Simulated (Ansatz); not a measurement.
Start from `C[Si]1(N)[AlH][S]1` and change one atom or group to get `N[Si]1(F)[AlH][S]1`.

Ansatz, PBE0-D4/def2-TZVP geometries, multiplicity 1. Each molecule was computed in one conformer, which needn't be the lowest.

```csv
property,`C[Si]1(N)[AlH][S]1`
HOMO–LUMO gap (B3LYP/def2-TZVPP) / eV,4.18
size of the dipole moment (PBE/def2-TZVPP) / D,1.83
LUMO energy (ωB97M-V/def2-TZVPP) / eV,0.12
LUMO energy (B3LYP/def2-TZVPP) / eV,-1.70
HOMO–LUMO gap (ωB97M-V/def2-TZVPP) / eV,8.11
LUMO energy (PBE0/def2-TZVPP) / eV,-1.55
```

Q: What does the change do to each property? (Estimate.)

A: The calculation gave: 
| property | `N[Si]1(F)[AlH][S]1` | shift |
| --- | --- | --- |
| HOMO–LUMO gap (B3LYP/def2-TZVPP) / eV | 4.19 | 0.01 |
| size of the dipole moment (PBE/def2-TZVPP) / D | 2.18 | 0.35 |
| LUMO energy (ωB97M-V/def2-TZVPP) / eV | -0.13 | -0.25 |
| LUMO energy (B3LYP/def2-TZVPP) / eV | -1.99 | -0.29 |
| HOMO–LUMO gap (ωB97M-V/def2-TZVPP) / eV | 8.17 | 0.06 |
| LUMO energy (PBE0/def2-TZVPP) / eV | -1.84 | -0.29 |

Dipoles are sizes alone; their direction can turn.

B3LYP here is the variant with VWN-RPA as its local correlation; programs differ in this.
